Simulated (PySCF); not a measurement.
Isomers of C7H13N, mass 111.105 u with the commonest isotopes. Method used: PBE0/pcSseg-1 in PySCF (dipole) on a GFN2-xTB geometry, gas phase. One conformer each, none proved a minimum here; rigid rotors.

Question: Order these by rotational constant C, smallest first.
A. `[NH2:1][CH2:2][C@H:3]1[C@@H:4]2[CH2:5][CH2:6][C@H:7]1[CH2:8]2` with H–N1–C2–C3 60° and -58°, N1–C2–C3–C4 -175°
B. `C[C@@H]1C[C@@H]2CC[C@H]1N2`
C. `[CH:1]#[C:2][C@H:3]([CH2:4][CH2:5][CH3:6])[NH:7][CH3:8]` with C2–C3–C4–C5 174°, C3–C4–C5–C6 178°, C2–C3–N7–C8 -67°
D. `[CH2:1]=[CH:2][C@@H:3]([CH3:4])[CH:5]1[CH2:6][NH:7][CH2:8]1` with C1–C2–C3–C4 119°, C2–C3–C5–C6 169°, C3–C5–C6–N7 -132°, C5–C6–N7–C8 14°, C6–N7–C8–C5 -14°, C3–C5–C8–N7 133°

Answer: C (879.2 MHz), D (1080 MHz), A (1400 MHz), B (1913 MHz).

Question: Order these by radius of gyration √(Σ m r²/M), smallest first.
A. `[CH2:1]=[CH:2][C@@H:3]([CH3:4])[CH:5]1[CH2:6][NH:7][CH2:8]1` with C1–C2–C3–C4 119°, C2–C3–C5–C6 169°, C3–C5–C6–N7 -132°, C5–C6–N7–C8 14°, C6–N7–C8–C5 -14°, C3–C5–C8–N7 133°
B. `[NH2:1][CH2:2][C@H:3]1[C@@H:4]2[CH2:5][CH2:6][C@H:7]1[CH2:8]2` with H–N1–C2–C3 60° and -58°, N1–C2–C3–C4 -175°
C. `C[C@@H]1C[C@@H]2CC[C@H]1N2`
D. 2,3,3-trimethylbutanenitrile (`C[C@H](C#N)C(C)(C)C`)
E. `[CH:1]#[C:2][C@H:3]([CH2:4][CH2:5][CH3:6])[NH:7][CH3:8]` with C2–C3–C4–C5 174°, C3–C4–C5–C6 178°, C2–C3–N7–C8 -67°

Answer: C (1.725 Å), B (1.930 Å), D (1.954 Å), A (2.096 Å), E (2.306 Å).

Question: Order these by rotational constant A, smallest first.
A. 2,3,3-trimethylbutanenitrile, `C(#N)[C@H](C(C)(C)C)C`
B. `C1[C@@H](C)[C@H]2CC[C@@H]1N2`
C. `[CH:1]#[C:2][C@H:3]([CH2:4][CH2:5][CH3:6])[NH:7][CH3:8]` with C2–C3–C4–C5 174°, C3–C4–C5–C6 178°, C2–C3–N7–C8 -67°
D. `[NH2:1][CH2:2][C@H:3]1[C@@H:4]2[CH2:5][CH2:6][C@H:7]1[CH2:8]2` with H–N1–C2–C3 60° and -58°, N1–C2–C3–C4 -175°
E. `[CH2:1]=[CH:2][C@@H:3]([CH3:4])[CH:5]1[CH2:6][NH:7][CH2:8]1` with C1–C2–C3–C4 119°, C2–C3–C5–C6 169°, C3–C5–C6–N7 -132°, C5–C6–N7–C8 14°, C6–N7–C8–C5 -14°, C3–C5–C8–N7 133°

Answer: A (2690 MHz), C (3035 MHz), B (3210 MHz), E (3328 MHz), D (4228 MHz).

```json
{"SMILES": "C=C[C@@H](C)C1CNC1", "point group": "C1", "Ia (u·Å²)": "151.85", "Ib (u·Å²)": "356.65", "Ic (u·Å²)": "468.09", "κ": "-0.70", "μa (D)": "0.72", "μb (D)": "0.31", "μc (D)": "0.95"}
{"SMILES": "NC[C@H]1[C@@H]2CC[C@H]1C2", "point group": "C1", "Ia (u·Å²)": "119.53", "Ib (u·Å²)": "346.91", "Ic (u·Å²)": "360.97", "κ": "-0.96", "μa (D)": "1.13", "μb (D)": "0.59", "μc (D)": "0.27"}
{"SMILES": "C#C[C@H](CCC)NC", "point group": "C1", "Ia (u·Å²)": "166.52", "Ib (u·Å²)": "440.43", "Ic (u·Å²)": "574.81", "κ": "-0.75", "μa (D)": "0.44", "μb (D)": "0.08", "μc (D)": "0.29"}
{"SMILES": "C[C@H](C#N)C(C)(C)C", "point group": "C1", "Ia (u·Å²)": "187.89", "Ib (u·Å²)": "295.41", "Ic (u·Å²)": "365.17", "κ": "-0.50", "μa (D)": "3.51", "μb (D)": "1.84", "μc (D)": "0.65"}
{"SMILES": "C[C@@H]1C[C@@H]2CC[C@H]1N2", "point group": "C1", "Ia (u·Å²)": "157.42", "Ib (u·Å²)": "239.90", "Ic (u·Å²)": "264.18", "κ": "-0.70", "μa (D)": "0.32", "μb (D)": "0.83", "μc (D)": "0.54"}
```
